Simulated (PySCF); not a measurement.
C3H10OSi, charge +1, doublet, at a GFN2-xTB geometry (a state made from the parent by changing its charge; the spin is typed, not shown lowest); DF-SVWN5/cc-pVDZ (PySCF).

Input for PySCF:
```python
from pyscf import gto, scf, dft

mol = gto.M(
    atom='''
C     0.12889758    1.18880650   -1.44614808
Si   -0.12128230   -0.04285618    0.07100185
C    -0.86774393   -1.71675106   -0.33427049
C     1.81789469   -0.06613829    0.44863815
O    -0.95247691    0.62466483    1.25598572
H     0.69492992    0.70480773   -2.23158844
H     0.61870642    2.10594442   -1.14008169
H    -0.88328772    1.39366557   -1.77930953
H    -0.87921819   -2.36722949    0.53889432
H    -0.32671874   -2.23448098   -1.12289636
H    -1.90354716   -1.61899548   -0.65577031
H     2.35275218   -0.51625197   -0.37736860
H     2.19222867    0.93155161    0.64477867
H     1.89521572   -0.68415158    1.33664902
H    -0.91758359    1.45230531    1.73546366
''',
    basis='cc-pvdz',
    charge=1,
    spin=1,
    verbose=4,
)

mf = dft.UKS(mol)
mf.xc = 'lda,vwn'
mf = mf.density_fit(auxbasis='def2-universal-jkfit')
mf.kernel()
```

Write the output that PySCF gives for this input, abridged.


```
PySCF version 2.14.0

[INPUT] verbose = 4
[INPUT] num. atoms = 15
[INPUT] num. electrons = 49
[INPUT] charge = 1
[INPUT] spin (= nelec alpha-beta = 2S) = 1
[INPUT] symmetry False subgroup None
[INPUT] Mole.unit = angstrom
[INPUT] Symbol           X                Y                Z      unit          X                Y                Z       unit  Magmom
[INPUT]  1 C      0.128897580000   1.188806500000  -1.446148080000 AA    0.243581124319   2.246518700103  -2.732823806766 Bohr   0.0
[INPUT]  2 Si    -0.121282300000  -0.042856180000   0.071001850000 AA   -0.229190330757  -0.080986442945   0.134174050837 Bohr   0.0
[INPUT]  3 C     -0.867743930000  -1.716751060000  -0.334270490000 AA   -1.639798373954  -3.244189327457  -0.631679677624 Bohr   0.0
[INPUT]  4 C      1.817894690000  -0.066138290000   0.448638150000 AA    3.435323087401  -0.124983254447   0.847803232532 Bohr   0.0
[INPUT]  5 O     -0.952476910000   0.624664830000   1.255985720000 AA   -1.799920499872   1.180445448348   2.373469027165 Bohr   0.0
[INPUT]  6 H      0.694929920000   0.704807730000  -2.231588440000 AA    1.313227224566   1.331893580176  -4.217090974345 Bohr   0.0
[INPUT]  7 H      0.618706420000   2.105944420000  -1.140081690000 AA    1.169185685310   3.979658187356  -2.154442153731 Bohr   0.0
[INPUT]  8 H     -0.883287720000   1.393665570000  -1.779309530000 AA   -1.669171879992   2.633646236536  -3.362407702529 Bohr   0.0
[INPUT]  9 H     -0.879218190000  -2.367229490000   0.538894320000 AA   -1.661481582836  -4.473415410094   1.018362674884 Bohr   0.0
[INPUT] 10 H     -0.326718740000  -2.234480980000  -1.122896360000 AA   -0.617408938363  -4.222557082750  -2.121966586671 Bohr   0.0
[INPUT] 11 H     -1.903547160000  -1.618995480000  -0.655770310000 AA   -3.597182797594  -3.059458054109  -1.239226286521 Bohr   0.0
[INPUT] 12 H      2.352752180000  -0.516251970000  -0.377368600000 AA    4.446057259173  -0.975574834567  -0.713123302011 Bohr   0.0
[INPUT] 13 H      2.192228670000   0.931551610000   0.644778670000 AA    4.142711788720   1.760377413798   1.218455097261 Bohr   0.0
[INPUT] 14 H      1.895215720000  -0.684151580000   1.336649020000 AA    3.581438657770  -1.292859113888   2.525900572468 Bohr   0.0
[INPUT] 15 H     -0.917583590000   1.452305310000   1.735463660000 AA   -1.733981681495   2.744459285152   3.279551016535 Bohr   0.0

nuclear repulsion = 248.879260981993
number of shells = 55
number of NR pGTOs = 215
number of NR cGTOs = 124
basis = cc-pvdz
ecp = {}

******** <class 'pyscf.df.df_jk.DFUKS'> ********
method = DFUKS
initial guess = minao
damping factor = 0
level_shift factor = 0
DIIS = <class 'pyscf.scf.diis.CDIIS'>
diis_start_cycle = 1
diis_space = 8
diis_damp = 0
SCF conv_tol = 1e-09
SCF conv_tol_grad = None
SCF max_cycles = 50
direct_scf = False
number electrons alpha = 25  beta = 24
XC library pyscf.dft.libxc version 7.1.2
    S. Lehtola, C. Steigemann, M. J. T. Oliveira, and M. A. L. Marques,  SoftwareX 7, 1–5 (2018)
XC functionals = lda,vwn
    P. A. M. Dirac,  Math. Proc. Cambridge Philos. Soc. 26, 376 (1930)
    F. Bloch,  Z. Phys. 57, 545 (1929)
    S. H. Vosko, L. Wilk, and M. Nusair,  Can. J. Phys. 58, 1200 (1980)
radial grids:
    Treutler-Ahlrichs [JCP 102, 346 (1995); DOI:10.1063/1.469408] (M4) radial grids

becke partition: Becke, JCP 88, 2547 (1988); DOI:10.1063/1.454033
pruning grids: <function nwchem_prune>
grids dens level: 3
symmetrized grids: False
atomic radii adjust function: <function treutler_atomic_radii_adjust>
small_rho_cutoff = 0
Set gradient conv threshold to 3.16228e-05
tot grids = 173696
init E= -482.29341572198

cycle= 1 E= -481.741944171296  delta_E= 0.551  |g|= 0.638  |ddm|= 2.33
cycle= 2 E= -480.784798137598  delta_E= 0.957  |g|= 1.52  |ddm|= 1.73
cycle= 3 E= -481.835418822165  delta_E= -1.05  |g|= 0.385  |ddm|= 1.54
cycle= 4 E= -481.916979165661  delta_E= -0.0816  |g|= 0.0452  |ddm|= 0.362
cycle= 5 E= -481.917173854391  delta_E= -0.000195  |g|= 0.0407  |ddm|= 0.0908
cycle= 6 E= -481.918157194131  delta_E= -0.000983  |g|= 0.0135  |ddm|= 0.044
cycle= 7 E= -481.918227792456  delta_E= -7.06e-05  |g|= 0.00749  |ddm|= 0.0234
cycle= 8 E= -481.918264273036  delta_E= -3.65e-05  |g|= 0.00272  |ddm|= 0.0139
cycle= 9 E= -481.918269436277  delta_E= -5.16e-06  |g|= 0.000283  |ddm|= 0.00364
cycle= 10 E= -481.918269484286  delta_E= -4.8e-08  |g|= 9.03e-05  |ddm|= 0.000421
cycle= 11 E= -481.918269489182  delta_E= -4.9e-09  |g|= 3.87e-05  |ddm|= 0.000135
cycle= 12 E= -481.918269490254  delta_E= -1.07e-09  |g|= 8.99e-06  |ddm|= 4.77e-05
cycle= 13 E= -481.918269490303  delta_E= -4.92e-11  |g|= 1.89e-06  |ddm|= 1.08e-05
Extra cycle  E= -481.918269490305  delta_E= -2.05e-12  |g|= 1.72e-06  |ddm|= 3.58e-06
converged SCF energy = -481.918269490305  <S^2> = 0.75157975  2S+1 = 2.0015791
```
